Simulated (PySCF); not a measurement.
Species: C3H12BPSi.
Numbering: `[CH3:1][CH2:2][CH2:3][BH:4][PH:5][SiH3:6]` (hydrogens: H7, H8, H9 on C1; H10, H11 on C2; H12, H13 on C3; H14 on B4; H15 on P5; H16, H17, H18 on Si6)

Structure used (PBE0-D3(BJ)/def2-SVP), in Å, numbered top down from 1:
```
atom  x, y, z in Å
C1    -1.8831    1.0963   -0.0452
C2    -2.1050   -0.3597   -0.4268
C3    -0.9370   -1.2571   -0.0133
B4     0.4137   -0.9422   -0.7392
P5     2.1329   -1.1699   -0.0025
Si6    3.0221    0.7918   -0.6434
H7    -2.7338    1.7310   -0.3360
H8    -1.7412    1.2065    1.0424
H9    -0.9821    1.5045   -0.5349
H10   -2.2525   -0.4347   -1.5179
H11   -3.0400   -0.7218    0.0337
H12   -0.8346   -1.2858    1.0849
H13   -1.1526   -2.3045   -0.3165
H14    0.4004   -0.6433   -1.9172
H15    1.9196   -0.9363    1.3872
H16    4.3204    0.9889    0.0682
H17    3.2591    0.6891   -2.1130
H18    2.1528    1.9789   -0.3746
```

Theory: core-valence-separated Tamm–Dancoff BHandHLYP/aug-pcX-1 (pcseg-1 on H, def2-SVPD on P, def2-SVPD on Si) in PySCF, non-relativistic, gas phase, PBE0-D3(BJ)/def2-SVP geometry. The energies are unshifted.

The lowest roots of each edge with f over 0.003 (five at most, numbered afresh; weaker and dark ones are left out), with transition dipoles (au) in the frame of the coordinates:

```
root  edge  E (eV)       f       μx       μy       μz
   1     C  284.78  0.0083   0.0219   0.0253  -0.0088
   2     C  284.93  0.0042   0.0121  -0.0165   0.0136
   3     C  285.02  0.0148   0.0008   0.0420  -0.0188
   4     C  285.43  0.0108  -0.0212   0.0229   0.0239
   5     C  285.53  0.0154   0.0429   0.0111   0.0155
   6     B  185.85  0.0874   0.0050  -0.1340  -0.0349
   7     B  191.01  0.0061   0.0299  -0.0026  -0.0200
   8     B  191.28  0.0107   0.0200  -0.0138   0.0411
   9     B  191.36  0.0163  -0.0344   0.0131  -0.0460
  10     B  191.60  0.0096  -0.0449  -0.0034  -0.0030
```

Q: Molecules are fixed in this frame and the field points along y. What effective strengths 3 f cos²θ do the roots have (θ between field and μ)?

A: root 1 (C1): 0.013, root 2 (C2): 0.006, root 3 (C3): 0.037, root 4 (C1): 0.011, root 5 (C2): 0.003, root 6 (B4): 0.245, root 7 (B4): 0.000, root 8 (B4): 0.003, root 9 (B4): 0.002, root 10 (B4): 0.000. Root 6 is the strongest. Averaged over all orientations cos²θ is 1/3, which gives f back.

One conformer stands for the species.
